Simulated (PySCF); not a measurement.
ClCs, charge +1, doublet, geometry from GFN2-xTB (such geometries of metal compounds can be far from the true shape) (a state made from the parent by changing its charge; the spin is typed, not shown lowest) (core potentials on Cs); BLYP/def2-SV(P) (PySCF).

Input for PySCF:
```python
from pyscf import gto, scf, dft

mol = gto.Mole()
mol.atom = '''
    Cs   -0.00000000   -0.00000000   -0.81146276
    Cl    0.00000000    0.00000000    2.62532068
'''
mol.basis = 'def2-sv(p)'
mol.ecp = {'Cs': 'def2-sv(p)'}
mol.charge = 1
mol.spin = 1
mol.verbose = 4
mol.symmetry = True
mol.build()

mf = dft.UKS(mol)
mf.xc = 'blyp'
mf.kernel()
mf.analyze()
```

The log (banner, timings and long lists left out):

```
PySCF version 2.14.0

[INPUT] verbose = 4
[INPUT] num. atoms = 2
[INPUT] num. electrons = 25
[INPUT] charge = 1
[INPUT] spin (= nelec alpha-beta = 2S) = 1
[INPUT] symmetry True subgroup None
[INPUT] Mole.unit = angstrom
[INPUT] Symbol           X                Y                Z      unit          X                Y                Z       unit  Magmom
[...]
nuclear repulsion = 23.5581073652869
point group symmetry = Coov
symmetry origin: [ 0.00000000e+00  0.00000000e+00 -6.29908688e-09]
symmetry axis x: [1. 0. 0.]
symmetry axis y: [0. 1. 0.]
symmetry axis z: [0. 0. 1.]
num. orbitals of irrep A1 = 18
num. orbitals of irrep E1x = 9
num. orbitals of irrep E1y = 9
num. orbitals of irrep E2x = 3
num. orbitals of irrep E2y = 3
number of shells = 18
number of NR pGTOs = 71
number of NR cGTOs = 42
basis = def2-sv(p)
ecp = {'Cs': 'def2-sv(p)'}

******** <class 'pyscf.dft.uks_symm.SymAdaptedUKS'> ********
method = SymAdaptedUKS
initial guess = minao
damping factor = 0
level_shift factor = 0
DIIS = <class 'pyscf.scf.diis.CDIIS'>
diis_start_cycle = 1
diis_space = 8
diis_damp = 0
SCF conv_tol = 1e-09
SCF conv_tol_grad = None
SCF max_cycles = 50
direct_scf = True
direct_scf_tol = 1e-13
number electrons alpha = 13  beta = 12
XC library pyscf.dft.libxc version 7.1.2
    S. Lehtola, C. Steigemann, M. J. T. Oliveira, and M. A. L. Marques,  SoftwareX 7, 1–5 (2018)
XC functionals = blyp
    A. D. Becke,  Phys. Rev. A 38, 3098 (1988)
    C. Lee, W. Yang, and R. G. Parr,  Phys. Rev. B 37, 785 (1988)
    B. Miehlich, A. Savin, H. Stoll, and H. Preuss,  Chem. Phys. Lett. 157, 200 (1989)
radial grids:
    Treutler-Ahlrichs [JCP 102, 346 (1995); DOI:10.1063/1.469408] (M4) radial grids

becke partition: Becke, JCP 88, 2547 (1988); DOI:10.1063/1.454033
pruning grids: <function nwchem_prune>
grids dens level: 3
symmetrized grids: True
atomic radii adjust function: <function treutler_atomic_radii_adjust>
small_rho_cutoff = 0
Freeze 0 electrons in irreps []
    25 free electrons in irreps A1 E1x E1y E2x E2y
Set gradient conv threshold to 3.16228e-05
tot grids = 42592
init E= -476.842059916547

cycle= 1 E= -479.940057487237  delta_E= -3.1  |g|= 0.141  |ddm|= 1.45

cycle= 2 E= -479.954604215435  delta_E= -0.0145  |g|= 0.0649  |ddm|= 0.606

cycle= 3 E= -479.957796804441  delta_E= -0.00319  |g|= 0.018  |ddm|= 0.171

cycle= 4 E= -479.957865908705  delta_E= -6.91e-05  |g|= 0.015  |ddm|= 0.0092

cycle= 5 E= -479.957856695461  delta_E= 9.21e-06  |g|= 0.0154  |ddm|= 0.0028

cycle= 6 E= -479.957857300326  delta_E= -6.05e-07  |g|= 0.0154  |ddm|= 0.000116

cycle= 7 E= -479.957844622471  delta_E= 1.27e-05  |g|= 0.0161  |ddm|= 0.00419

cycle= 8 E= -479.957849776092  delta_E= -5.15e-06  |g|= 0.0158  |ddm|= 0.00193

cycle= 9 E= -479.957852367387  delta_E= -2.59e-06  |g|= 0.0158  |ddm|= 0.00103

cycle= 10 E= -479.957851535567  delta_E= 8.32e-07  |g|= 0.0158  |ddm|= 0.00036

cycle= 11 E= -479.957851477188  delta_E= 5.84e-08  |g|= 0.0158  |ddm|= 0.000706

cycle= 12 E= -479.957851536847  delta_E= -5.97e-08  |g|= 0.0158  |ddm|= 0.000462

cycle= 13 E= -479.957857764896  delta_E= -6.23e-06  |g|= 0.0155  |ddm|= 0.00135

cycle= 14 E= -479.957850153891  delta_E= 7.61e-06  |g|= 0.0158  |ddm|= 0.00155

cycle= 15 E= -479.957850665331  delta_E= -5.11e-07  |g|= 0.0158  |ddm|= 7.11e-05

cycle= 16 E= -479.957848102391  delta_E= 2.56e-06  |g|= 0.0159  |ddm|= 0.000803

cycle= 17 E= -479.957844248448  delta_E= 3.85e-06  |g|= 0.0161  |ddm|= 0.000744

cycle= 18 E= -479.957844431489  delta_E= -1.83e-07  |g|= 0.0161  |ddm|= 0.000609

cycle= 19 E= -479.957838348093  delta_E= 6.08e-06  |g|= 0.0163  |ddm|= 0.00174

cycle= 20 E= -479.957842949757  delta_E= -4.6e-06  |g|= 0.0162  |ddm|= 0.00222

cycle= 21 E= -479.957836829742  delta_E= 6.12e-06  |g|= 0.0163  |ddm|= 0.00137

cycle= 22 E= -479.957839137475  delta_E= -2.31e-06  |g|= 0.0162  |ddm|= 0.000527

cycle= 23 E= -479.957839810356  delta_E= -6.73e-07  |g|= 0.0163  |ddm|= 0.000994

cycle= 24 E= -479.957840302419  delta_E= -4.92e-07  |g|= 0.0162  |ddm|= 0.000696

cycle= 25 E= -479.957851729056  delta_E= -1.14e-05  |g|= 0.0157  |ddm|= 0.00223

cycle= 26 E= -479.957852862327  delta_E= -1.13e-06  |g|= 0.0157  |ddm|= 0.000375

cycle= 27 E= -479.957854229957  delta_E= -1.37e-06  |g|= 0.0156  |ddm|= 0.00201

cycle= 28 E= -479.957849186457  delta_E= 5.04e-06  |g|= 0.0158  |ddm|= 0.00194

cycle= 29 E= -479.957841313831  delta_E= 7.87e-06  |g|= 0.0163  |ddm|= 0.00262

cycle= 30 E= -479.957833993022  delta_E= 7.32e-06  |g|= 0.0164  |ddm|= 0.00288

cycle= 31 E= -479.957836354395  delta_E= -2.36e-06  |g|= 0.0164  |ddm|= 0.00111

cycle= 32 E= -479.957838003679  delta_E= -1.65e-06  |g|= 0.0164  |ddm|= 0.00226

cycle= 33 E= -479.957849612128  delta_E= -1.16e-05  |g|= 0.0158  |ddm|= 0.00169

cycle= 34 E= -479.95783978025  delta_E= 9.83e-06  |g|= 0.0163  |ddm|= 0.00217

cycle= 35 E= -479.957840266081  delta_E= -4.86e-07  |g|= 0.0163  |ddm|= 0.000321

cycle= 36 E= -479.957842590022  delta_E= -2.32e-06  |g|= 0.0162  |ddm|= 0.0012

cycle= 37 E= -479.95784132473  delta_E= 1.27e-06  |g|= 0.0162  |ddm|= 0.00138

cycle= 38 E= -479.957840783035  delta_E= 5.42e-07  |g|= 0.0163  |ddm|= 0.00123

cycle= 39 E= -479.957832090108  delta_E= 8.69e-06  |g|= 0.0166  |ddm|= 0.00199

cycle= 40 E= -479.957832584432  delta_E= -4.94e-07  |g|= 0.0166  |ddm|= 0.000765

cycle= 41 E= -479.957841915665  delta_E= -9.33e-06  |g|= 0.0162  |ddm|= 0.00219

cycle= 42 E= -479.957864735109  delta_E= -2.28e-05  |g|= 0.0151  |ddm|= 0.00505

cycle= 43 E= -479.957843349172  delta_E= 2.14e-05  |g|= 0.0162  |ddm|= 0.00473

cycle= 44 E= -479.957842060678  delta_E= 1.29e-06  |g|= 0.0162  |ddm|= 0.00102

cycle= 45 E= -479.957840023636  delta_E= 2.04e-06  |g|= 0.0163  |ddm|= 0.00118

cycle= 46 E= -479.957840791497  delta_E= -7.68e-07  |g|= 0.0163  |ddm|= 0.00141

cycle= 47 E= -479.957854467318  delta_E= -1.37e-05  |g|= 0.0156  |ddm|= 0.00303

cycle= 48 E= -479.957836668556  delta_E= 1.78e-05  |g|= 0.0163  |ddm|= 0.00274

cycle= 49 E= -479.957835584147  delta_E= 1.08e-06  |g|= 0.0164  |ddm|= 0.00129

cycle= 50 E= -479.957839593387  delta_E= -4.01e-06  |g|= 0.0163  |ddm|= 0.003
SCF not converged.
SCF energy = -479.957839593387 after 50 cycles  <S^2> = 0.75059475  2S+1 = 2.0005947
**** SCF Summaries ****
Total Energy =                        -479.957839593386552
Nuclear Repulsion Energy =              23.558107365286887
One-electron Energy =                 -710.500835409713204
Two-electron Energy =                  206.984888451039780
Two-electron Coulomb Energy =          238.166524631436772
DFT Exchange-Correlation Energy =      -31.181636180397000
TODO: total wave-function symmetry for Coov
alpha occupancy for each irrep:     A1  E1x  E1y  E2x  E2y
                                     7    3    3    0    0
beta  occupancy for each irrep:     A1  E1x  E1y  E2x  E2y
                                     7    3    2    0    0
**** MO energy ****
alpha MO #1 (A1 #1), energy= -100.913069484869 occ= 1
alpha MO #2 (A1 #2), energy= -9.37560927019884 occ= 1
alpha MO #3 (A1 #3), energy= -7.20151775632666 occ= 1
alpha MO #4 (E1x #1), energy= -7.20018893933803 occ= 1
alpha MO #5 (E1y #1), energy= -7.20018893933803 occ= 1
alpha MO #6 (A1 #4), energy= -1.16957534612926 occ= 1
alpha MO #7 (A1 #5), energy= -0.91276561342406 occ= 1
alpha MO #8 (E1x #2), energy= -0.672276810628373 occ= 1
alpha MO #9 (E1y #2), energy= -0.672276810628373 occ= 1
alpha MO #10 (A1 #6), energy= -0.671440994900415 occ= 1
alpha MO #11 (A1 #7), energy= -0.460090832621855 occ= 1
alpha MO #12 (E1x #3), energy= -0.453360979476383 occ= 1
alpha MO #13 (E1y #3), energy= -0.453360979476383 occ= 1
alpha MO #14 (A1 #8), energy= -0.199732193869774 occ= 0
alpha MO #15 (E2x #1), energy= -0.130810336796072 occ= 0
alpha MO #16 (E2y #1), energy= -0.130810336796072 occ= 0
alpha MO #17 (E1x #4), energy= -0.128691606530364 occ= 0
alpha MO #18 (E1y #4), energy= -0.128691606530364 occ= 0
alpha MO #19 (A1 #9), energy= -0.126242102204629 occ= 0
alpha MO #20 (E1x #5), energy= -0.118169929212804 occ= 0
alpha MO #21 (E1y #5), energy= -0.118169929212804 occ= 0
alpha MO #22 (A1 #10), energy= -0.112657056989137 occ= 0
alpha MO #23 (A1 #11), energy= -0.0734450699581934 occ= 0
alpha MO #24 (A1 #12), energy= -0.00493535478249285 occ= 0
alpha MO #25 (E1x #6), energy= -0.00184341393554732 occ= 0
alpha MO #26 (E1y #6), energy= -0.00184341393554732 occ= 0
alpha MO #27 (E2x #2), energy= 0.00319589791518024 occ= 0
alpha MO #28 (E2y #2), energy= 0.00319589791518024 occ= 0
alpha MO #29 (E1x #7), energy= 0.0888803462926261 occ= 0
alpha MO #30 (E1y #7), energy= 0.0888803462926261 occ= 0
alpha MO #31 (A1 #13), energy= 0.0981579106618788 occ= 0
alpha MO #32 (A1 #14), energy= 0.289635344385502 occ= 0
alpha MO #33 (A1 #15), energy= 0.393818390143597 occ= 0
alpha MO #34 (E2x #3), energy= 0.502121708800375 occ= 0
alpha MO #35 (E2y #3), energy= 0.502121708800375 occ= 0
alpha MO #36 (A1 #16), energy= 0.542830571530882 occ= 0
alpha MO #37 (E1x #8), energy= 0.546279609114596 occ= 0
alpha MO #38 (E1y #8), energy= 0.546279609114596 occ= 0
alpha MO #39 (E1x #9), energy= 0.674660047800937 occ= 0
alpha MO #40 (E1y #9), energy= 0.674660047800937 occ= 0
alpha MO #41 (A1 #17), energy= 0.777326703960089 occ= 0
alpha MO #42 (A1 #18), energy= 19.2131749232236 occ= 0
beta  MO #1 (A1 #1), energy= -100.9073763911 occ= 1
beta  MO #2 (A1 #2), energy= -9.37030984460402 occ= 1
beta  MO #3 (A1 #3), energy= -7.19800960774235 occ= 1
beta  MO #4 (E1x #1), energy= -7.19655544766462 occ= 1
beta  MO #5 (E1y #1), energy= -7.19655544766462 occ= 1
beta  MO #6 (A1 #4), energy= -1.16958673045317 occ= 1
beta  MO #7 (A1 #5), energy= -0.874605605748414 occ= 1
beta  MO #8 (E1x #2), energy= -0.672292124786133 occ= 1
beta  MO #9 (E1y #2), energy= -0.672292124786133 occ= 1
beta  MO #10 (A1 #6), energy= -0.671324792344311 occ= 1
beta  MO #11 (A1 #7), energy= -0.445656270645596 occ= 1
beta  MO #12 (E1x #3), energy= -0.436570081354222 occ= 1
beta  MO #13 (E1y #3), energy= -0.436570081354222 occ= 0
beta  MO #14 (A1 #8), energy= -0.199340657069438 occ= 0
beta  MO #15 (E2x #1), energy= -0.130745654839359 occ= 0
beta  MO #16 (E2y #1), energy= -0.130745654839359 occ= 0
beta  MO #17 (E1x #4), energy= -0.12862837137383 occ= 0
beta  MO #18 (E1y #4), energy= -0.12862837137383 occ= 0
beta  MO #19 (A1 #9), energy= -0.125525991193278 occ= 0
beta  MO #20 (E1x #5), energy= -0.118387387146844 occ= 0
beta  MO #21 (E1y #5), energy= -0.118387387146844 occ= 0
beta  MO #22 (A1 #10), energy= -0.109942559425918 occ= 0
beta  MO #23 (A1 #11), energy= -0.0726469399574086 occ= 0
beta  MO #24 (A1 #12), energy= -0.00377159278025729 occ= 0
beta  MO #25 (E1x #6), energy= -0.00207662278015031 occ= 0
beta  MO #26 (E1y #6), energy= -0.00207662278015031 occ= 0
beta  MO #27 (E2x #2), energy= 0.00390500461192606 occ= 0
beta  MO #28 (E2y #2), energy= 0.00390500461192606 occ= 0
beta  MO #29 (E1x #7), energy= 0.0887104313013404 occ= 0
beta  MO #30 (E1y #7), energy= 0.0887104313013404 occ= 0
beta  MO #31 (A1 #13), energy= 0.0999241422874526 occ= 0
beta  MO #32 (A1 #14), energy= 0.289939918797877 occ= 0
beta  MO #33 (A1 #15), energy= 0.410092994265245 occ= 0
beta  MO #34 (E1x #8), energy= 0.55700844604515 occ= 0
beta  MO #35 (E1y #8), energy= 0.55700844604515 occ= 0
beta  MO #36 (E2x #3), energy= 0.564159394842494 occ= 0
beta  MO #37 (E2y #3), energy= 0.564159394842494 occ= 0
beta  MO #38 (A1 #16), energy= 0.567687868514284 occ= 0
beta  MO #39 (E1x #9), energy= 0.686191831255471 occ= 0
beta  MO #40 (E1y #9), energy= 0.686191831255471 occ= 0
beta  MO #41 (A1 #17), energy= 0.788796202615995 occ= 0
beta  MO #42 (A1 #18), energy= 19.2132930163379 occ= 0
In total            13.00000 | 12.00000

WARN: System has nonzero charge 1; the dipole moment is origin-dependent.
Location of origin: [0. 0. 0.]

Dipole moment(X, Y, Z, Debye):  0.00000,  0.00000, -2.73514
```

Convergence was not reached.
